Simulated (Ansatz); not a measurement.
C₂H₆S₂Si, SMILES `C1[SiH2]SCS1`. Charge 0, multiplicity 1. All single points use the PBE0-D4/def2-TZVP geometry.

```xyz
11

C    -1.204   -0.107   -0.344
Si   -0.359    1.064    0.866
S     1.689    0.494    0.661
C     1.376   -0.896   -0.488
S    -0.250   -1.633   -0.316
H    -2.215   -0.351   -0.010
H    -1.263    0.310   -1.353
H    -0.853    0.851    2.250
H    -0.558    2.493    0.507
H     1.534   -0.546   -1.509
H     2.102   -1.678   -0.265
```

Problem. What is the dipole moment at PBE/def2-TZVPP? (An estimate is asked.)

Solution. Computed: 1.41 D, with components (-0.86, 0.16, -1.10) D in this frame, pointing from negative to positive charge.

Problem. And with r2SCAN, B3LYP, ωB97M-V? (An estimate is asked.)

Solution. The calculation gave: r2SCAN 1.47 D, B3LYP 1.41 D, ωB97M-V 1.39 D.

Problem. Give the Mulliken charges with PBE, ωB97M-V, B3LYP in def2-TZVPP. (An estimate is asked.)

Solution. The calculation gave: 
```json
{"atom": "C1", "PBE": "-0.24", "ωB97M-V": "-0.37", "B3LYP": "-0.28"}
{"atom": "Si2", "PBE": "0.28", "ωB97M-V": "0.26", "B3LYP": "0.36"}
{"atom": "S3", "PBE": "-0.21", "ωB97M-V": "-0.18", "B3LYP": "-0.23"}
{"atom": "C4", "PBE": "-0.12", "ωB97M-V": "-0.24", "B3LYP": "-0.14"}
{"atom": "S5", "PBE": "-0.09", "ωB97M-V": "-0.03", "B3LYP": "-0.08"}
{"atom": "H6", "PBE": "0.12", "ωB97M-V": "0.14", "B3LYP": "0.12"}
{"atom": "H7", "PBE": "0.12", "ωB97M-V": "0.15", "B3LYP": "0.12"}
{"atom": "H8", "PBE": "-0.06", "ωB97M-V": "-0.02", "B3LYP": "-0.07"}
{"atom": "H9", "PBE": "-0.06", "ωB97M-V": "-0.03", "B3LYP": "-0.07"}
{"atom": "H10", "PBE": "0.13", "ωB97M-V": "0.15", "B3LYP": "0.13"}
{"atom": "H11", "PBE": "0.13", "ωB97M-V": "0.15", "B3LYP": "0.13"}
```

B3LYP here is the variant with VWN-RPA as its local correlation; programs differ in this.
